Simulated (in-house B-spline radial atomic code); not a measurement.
# RPA and G0W0 on LC-wPBE: S6+

Configuration [He] 2s2 2p6, mean-field start LC-wPBE. Computed with an all-electron radial atomic-structure program (B-spline basis): all electrons, scalar-relativistic (spin-free one-electron X2C), finite nucleus, each spin shell either full or empty, empty states to l = 9 with an (l + 1/2)⁻⁴ tail; G0W0 by contour deformation at full frequency.

Command:
```bash
python run_gw.py task.json out
```
Settings (radii: box in bohr, nucleus in fm):
```
Z                        16
electrons                10
configuration            [He] 2s2 2p6
hamiltonian              x2c
method                   lc_wpbe
lmax                     9
rms_radius               3.2611
spin_polarised           False
box_radius               9.29
intervals                68
```

Run time, properties included: 0.9 s on 1 thread of Arm Neoverse V2, with other jobs on the host.

Energies (hartree):

| term | value |
| --- | --- |
| mean-field total | -388.90349 |
| Hartree-Fock functional on these orbitals | -388.62894 |
| direct second order | -0.66147 |
| second-order exchange | 0.23431 |
| SOSEX correction | 0.22131 |

Problem. What is the RPA correlation energy, and what remains with SOSEX?

Solution. RPA gives -0.60964 hartree (-1.66 eV per electron); RPA + SOSEX gives -0.38833, and the second-order doubles -0.42717 hartree (no singles). SOSEX takes back 36 % of the RPA value.

Quasi-particle levels (eV):

```json
{"level": "2p", "occupied": "yes", "mean field": "-264.09", "Σx - vxc": "-19.25", "Σc": "?", "QP weight": "?", "G0W0": "?"}
{"level": "2s", "occupied": "yes", "mean field": "-318.97", "Σx - vxc": "-27.81", "Σc": "4.59", "QP weight": "0.972", "G0W0": "-342.19"}
{"level": "1s", "occupied": "yes", "mean field": "-2518.08", "Σx - vxc": "-100.03", "Σc": "27.48", "QP weight": "0.883", "G0W0": "-2590.64"}
{"level": "3s", "occupied": "no", "mean field": "-90.71", "Σx - vxc": "3.28", "Σc": "-0.63", "QP weight": "0.998", "G0W0": "-88.06"}
```

G0W0 = mean field + (Σx - vxc) + Σc, with Σc (partial-wave tail included) taken at the quasi-particle energy.

Problem. Where does G0W0 put 2p?

Solution. At -281.39 eV, with Σc = 1.95 eV and a quasi-particle weight of 0.980. The tabulated removal energy is 280.954 ± 0.007 eV (NIST, measured); the calculation leaves out spin-orbit coupling, Breit and QED terms, and what these don't explain is the method's own error.
